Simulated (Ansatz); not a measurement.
Ansatz (an electronic-structure program) input (B3LYP/6-31G*):

Ansatz 0.2 input:
```yaml
crystal:
  periodic: [false, false, false]
  atoms:
    - {symbol: Si, position_ang: [-0.57094200, 0.00991700, 0.60583600]}
    - {symbol: F, position_ang: [-1.12171700, -1.20912200, -0.38883800]}
    - {symbol: F, position_ang: [-1.04384300, 1.28641500, -0.35629900]}
    - {symbol: Cl, position_ang: [1.61666100, -0.04908700, -0.10444000]}
basis:
  gaussian:
    orbitals: 6-31G*
hamiltonian:
  xc: {name: B3LYP}
total_charge: -1
output: {forces: true}
```

Output:

```
Functional definition: B3LYP
integrals: 0.02 GiB planned
579 factors; integrals over basis functions are off by at most 9.2e-4 eV
mean field: 0.19 GiB planned
mean field evaluation 1: about -25838.8534 eV, gradient 1.1e1 eV
mean field evaluation 2: about -25838.9318 eV, gradient 9.0e0 eV
mean field evaluation 4: about -25839.1526 eV, gradient 3.9e-1 eV
mean field evaluation 8: about -25839.2150 eV, gradient 9.3e-2 eV
mean field evaluation 16: about -25839.2150 eV, gradient 4.2e-5 eV
mean field -25839.21500586 eV, -949.5736370162 hartree, gradient 4.2e-5 eV, S^2 0.000000; 0 other end points of the search recorded, 0 dependent functions left out
the calculation of the forces begins
reference -25839.21521269 eV, -949.5736446171 hartree; 25, 25 occupied and 43, 43 virtual orbitals, 579 factors
Total energy: -25839.21521269 eV, -949.5736446171 hartree
Atom 0 at    -0.570942     0.009917     0.605836 Å, force    -0.167177     0.007180    -0.150548 eV/Å
Atom 1 at    -1.121717    -1.209122    -0.388838 Å, force    -0.002830     0.022151     0.082944 eV/Å
Atom 2 at    -1.043843     1.286415    -0.356299 Å, force    -0.004273    -0.024085     0.082341 eV/Å
Atom 3 at     1.616661    -0.049087    -0.104440 Å, force     0.174279    -0.005246    -0.014738 eV/Å
Dipole moment:    -0.166465     0.005982    -0.060399 e Å
```

The dipole moment of an ion depends on the origin.

The geometry given is a B3LYP-D3(BJ)/def2-TZVP minimum.
